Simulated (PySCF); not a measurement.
C5H5Cl, SMILES C=C(Cl)C#CC.

Coordinates come from a PBE-D3(BJ)/def2-SVP optimisation. The structure was generated by enumeration, and PubChem lists no compound with its InChIKey, so it may never have been made.

These are PBE/def2-TZVP (PySCF) values and carry that method's errors.

Symmetry labels are those of the subgroup Cs that the program uses (full group Cs).

Computed valence orbital energies around the gap with their symmetry:
```
orbital  symmetry  energy (eV)
-------  --------  -----------
HOMO−7         A"       -10.76
HOMO−6         A'       -10.72
HOMO−5         A'        -9.62
HOMO−4         A"        -9.28
HOMO−3         A'        -7.56
HOMO−2         A"        -7.15
HOMO−1         A'        -6.58
HOMO           A"        -5.85
LUMO           A"        -2.04
LUMO+1         A'        -1.07
LUMO+2         A'         0.43
LUMO+3         A'         0.77
```
